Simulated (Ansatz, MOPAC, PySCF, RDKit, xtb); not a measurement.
Dimer: C2H4 (SMILES C=C) (first 6 atoms) with C2H6 (SMILES CC); geometry from B3LYP-D3(BJ)/def2-TZVP, rigid monomers moved along the line of their centres of mass till C1···H11 is 2.74 Å.
(charge 0, multiplicity 1):
| atom | x (Å) | y (Å) | z (Å) |
|---|---|---|---|
| C | 0.2460 | 0.6366 | -0.0265 |
| C | -0.2483 | -0.5669 | 0.2207 |
| H | -0.3875 | 1.5142 | -0.0716 |
| H | 1.3048 | 0.7946 | -0.1928 |
| H | 0.3852 | -1.4443 | 0.2687 |
| H | -1.3063 | -0.7249 | 0.3906 |
| C | 0.3480 | 0.6573 | 3.6639 |
| C | -0.3461 | -0.6985 | 3.5826 |
| H | 1.3201 | 0.5768 | 4.1547 |
| H | -0.2485 | 1.3755 | 4.2306 |
| H | 0.5114 | 1.0714 | 2.6677 |
| H | 0.2488 | -1.4130 | 3.0106 |
| H | -1.3177 | -0.6164 | 3.0918 |
| H | -0.5108 | -1.1230 | 4.5751 |

```csv
level,interaction energy (kcal/mol),cost
MMFF94,0.72,-
GFN-FF,-0.80,-
PM7,-1.04,-
HF/STO-3G (no counterpoise),1.06,-
HF/6-31G*,2.56,-
PBE-D3(BJ)/def2-TZVPPD,-0.86,×1
r2SCAN/def2-TZVPPD,0.05,×2
r2SCAN-D4/def2-TZVPPD,-0.50,×2
B3LYP/6-31G* (no counterpoise),0.67,-
B3LYP/6-311+G** (no counterpoise),1.57,-
wB97X-V/def2-TZVPPD,-0.42,×2
MP2/6-31G* (no counterpoise),-0.39,-
SCS-MP2/aug-cc-pVDZ,0.31,-
CCSD(T)/aug-cc-pVDZ,-0.14,×10
```

The rows run from -1.04 (PM7) to 2.56 kcal/mol (HF/6-31G*). The dispersion term adds -0.55 in r2SCAN-D4.

Counterpoise-corrected where a basis set is named; no monomer relaxation. Rows marked so take none.

Frozen-core correlation. Rows in 6-311+G**, 6-31G*, STO-3G carry no dispersion term and start afresh at each structure (6-31G* with six Cartesian d functions). MP2/6-31G* freezes PySCF's default core. The state reached by PM7 isn't checked; PM7 holds dispersion and hydrogen-bond terms.

The values were computed with Ansatz (an electronic-structure program) with Gaussian orbitals; MOPAC for PM7 (differences of heats of formation); PySCF for 6-311+G** rows, 6-31G* rows, STO-3G rows, the dispersion terms; RDKit for the force fields; xtb for the GFN methods. 

Costs are rough ratios of core time to PBE/def2-TZVPPD (about 11 s over the structures, on one shared machine); a dash marks a level with no comparable run of its own.
